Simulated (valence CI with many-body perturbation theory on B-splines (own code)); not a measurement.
E1 line list for Te3+

Level of theory: valence CI with perturbative core correlation (CI+MBPT): three valence electrons over a frozen Dirac-Fock core [Kr] 4d10, radial functions for each j: 11 s, 11 p, 10 d, 8 f, 5 g, 2 h, with the one-electron correlation potential Σ1, the two-electron term Σ2, the three-electron term Σ3, Breit, model QED; selected CI, second order for the rest, scaled by the run's own slope (own B-spline code, finite nucleus).

Set against measurement, 9 paired levels are off by 319 cm⁻¹ on average, the worst by 715. These come from a selection out of Moore, Atomic Energy Levels, vol. III, NSRDS-NBS 35 (1971 reprint of NBS Circular 467, 1958), an old analysis. Levels without a partner in it may be off by more.

Lines 201 to 250 of 591 in falling wavelength, among levels below 267748 cm⁻¹, chosen from the strongest by gf and those to the six lowest levels. Wavelengths and rates use the calculated energies, so an error of 300 cm⁻¹ moves a line at 247.1 nm by 0.74 % and its rate by three times that or more. Electric multipoles are in the length gauge, E1 and E2 with the static RPA response of the core. Weak lines are less certain than strong ones. Lines between different terms over intervals too small for the method are left out, as are lines whose strength nearly cancels. Where a level lies close to another of its J and parity, the split of strength between their lines is uncertain. The highest levels of a list are the least certain.

Names give the largest LS component (configuration and term), which can be under half, so a name can repeat, a term be missing and a line seem to break the LS rules; names also repeat where a configuration has a term twice. Letters in brackets count levels of one name in rising energy.

```tsv
λ vac (nm)	Upper	Lower	A (s⁻¹)	S (a.u.) with core polarisation	S without
252.4	5s2 8d 2D_5/2	5s2 7p 2P°_3/2	2.92e+07	1.39e+00	1.41e+00
252.1	4f 5s 5p 2D_5/2	5s 5p 6s 2P°_3/2 [a]	4.98e+07	2.36e+00	2.40e+00
251.9	5s 5p 6p 4P_1/2	5s 5p 5d 4D°_3/2	1.35e+08	2.13e+00	2.11e+00
249.9	4f 5s 5p 4F_3/2	5s 5p 5d 4P°_3/2	3.44e+07	1.06e+00	1.06e+00
249.9	5s 5p 6p 4P_1/2	5s 5p 5d 4D°_1/2	1.34e+08	2.07e+00	2.04e+00
249.6	5s 5p 6p 4P_3/2 [a]	5s 5p 5d 4P°_5/2	1.92e+08	5.89e+00	5.81e+00
248.9	4f 5s 5p 4D_5/2	5s2 7p 2P°_3/2	1.57e+07	7.15e-01	7.32e-01
248.8	5s 5p 6p 2D_3/2	5s 5p 5d 4P°_3/2	3.49e+07	1.06e+00	1.04e+00
248.1	5s 5p 6p 4P_5/2	5s 5p 5d 4P°_3/2	3.68e+07	1.66e+00	1.65e+00
248.0	5s 5p 6p 4D_5/2	5s 5p 5d 4D°_3/2	2.35e+07	1.06e+00	1.07e+00
247.5	5s 5p 6p 2D_3/2	5s 5p 5d 4P°_1/2	3.15e+07	9.42e-01	9.34e-01
247.1	5s2 7s 2S_1/2	5s2 6p 2P°_3/2	5.78e+08	8.61e+00	8.50e+00
245.8	5s 5p 6p 4P_3/2 [a]	5p3 2P°_3/2	4.11e+07	1.20e+00	1.20e+00
245.7	5s 5p 6p 2D_3/2	5s 5p 5d 4D°_5/2	2.82e+07	8.25e-01	8.07e-01
245.6	5s2 9s 2S_1/2	5s2 7p 2P°_3/2	8.92e+07	1.31e+00	1.30e+00
245.0	5s 5p 6p 4P_5/2	5s 5p 5d 4D°_5/2	1.67e+08	7.27e+00	7.19e+00
244.7	4f 5s 5p 4F_5/2	5s 5p 5d 4D°_7/2	1.55e+07	6.73e-01	6.54e-01
244.0	4f 5s 5p 2F_7/2	5s 5p 5d 4D°_7/2	2.67e+07	1.53e+00	1.51e+00
242.3	4f 5s 5p 2G_9/2	5s2 5f 2F°_7/2	2.18e+07	1.53e+00	1.52e+00
242.1	4f 5s 5p 2G_7/2	5s 5p 5d 2F°_7/2 [a]	1.54e+07	8.60e-01	8.60e-01
241.9	5s 5p 6p 4P_1/2	5p3 2P°_3/2	8.06e+07	1.13e+00	1.10e+00
241.8	5s 5p 6p 4D_5/2	5s 5p 5d 4P°_5/2	2.24e+07	9.39e-01	9.23e-01
241.0	5s2 6d 2D_3/2	5s2 6p 2P°_1/2	6.85e+08	1.89e+01	1.92e+01
240.3	5s 5p 6p 4S_3/2	5s 5p 6s 4P°_1/2	5.49e+07	1.50e+00	1.55e+00
239.9	4f 5s 5p 4F_9/2	5s 5p 5d 4D°_7/2	8.48e+07	5.78e+00	6.04e+00
239.5	5s 5p 6p 4P_5/2	5s 5p 5d 4D°_7/2	1.70e+08	6.90e+00	6.76e+00
237.4	5s2 6f 2F°_7/2	5s2 6d 2D_5/2	5.96e+07	3.15e+00	3.09e+00
236.6	5s 5p 6p 4D_7/2	5s 5p 5d 4D°_7/2	7.11e+07	3.71e+00	3.66e+00
234.9	5s2 6f 2F°_5/2	5s2 6d 2D_3/2	4.87e+07	1.87e+00	1.83e+00
233.6	4f 5s 5p 4G_7/2	5s 5p 5d 2F°_5/2 [a]	6.51e+07	3.28e+00	3.38e+00
232.2	5s2 7s 2S_1/2	5s2 6p 2P°_1/2	2.99e+08	3.70e+00	3.65e+00
231.4	5s 5p 6p 4P_3/2 [b]	5s 5p 5d 4D°_3/2	3.23e+07	7.90e-01	7.68e-01
230.0	5s 5p 6p 4S_3/2	5s 5p 5d 4P°_3/2	8.63e+07	2.07e+00	2.02e+00
228.9	5s 5p 6p 4S_3/2	5s 5p 5d 4P°_1/2	3.99e+07	9.46e-01	9.06e-01
227.4	5s 5p 6p 4S_3/2	5s 5p 5d 4D°_5/2	5.84e+07	1.35e+00	1.32e+00
227.0	4f 5s2 2F°_7/2	5s2 5d 2D_5/2	2.85e+08	1.32e+01	1.35e+01
226.3	4f 5s2 2F°_5/2	5s2 5d 2D_5/2	2.00e+07	6.88e-01	7.09e-01
226.1	5s 5p 6p 4P_3/2 [b]	5s 5p 5d 4P°_5/2	1.30e+08	2.97e+00	2.92e+00
224.5	5s2 8p 2P°_3/2	5s2 6d 2D_5/2	5.15e+07	1.15e+00	1.14e+00
223.3	4f 5s 5p 4G_7/2	5s 5p 5d 4D°_5/2	3.79e+07	1.67e+00	1.76e+00
223.2	5s2 8p 2P°_1/2	5s2 6d 2D_3/2	5.46e+07	5.98e-01	5.95e-01
222.3	4f 5s2 2F°_5/2	5s2 5d 2D_3/2	2.63e+08	8.56e+00	8.76e+00
220.1	5s 5p 6p 2D_5/2	5s 5p 5d 4D°_5/2	1.86e+07	5.88e-01	5.84e-01
220.0	4f 5s 5p 2G_7/2	5s 5p 5d 2D°_5/2 [a]	1.98e+08	8.31e+00	8.69e+00
219.6	4f 5s 5p 2G_9/2	5s 5p 5d 2F°_7/2 [a]	3.13e+08	1.63e+01	1.70e+01
218.9	5s 5p 6p 4D_1/2	5s 5p 5d 4F°_3/2	3.92e+08	4.06e+00	3.99e+00
218.7	4f 5s 5p 4F_7/2	5s 5p 5d 4P°_5/2	1.64e+08	6.78e+00	7.13e+00
218.7	4f 5s 5p 4G_7/2	5s 5p 5d 4D°_7/2	2.36e+07	9.76e-01	9.90e-01
218.0	4f 5s 5p 4F_5/2	5s 5p 5d 4D°_3/2	7.31e+07	2.24e+00	2.36e+00
217.4	5s2 7g 2G_9/2	5s2 5f 2F°_7/2	8.96e+07	4.54e+00	4.59e+00
```
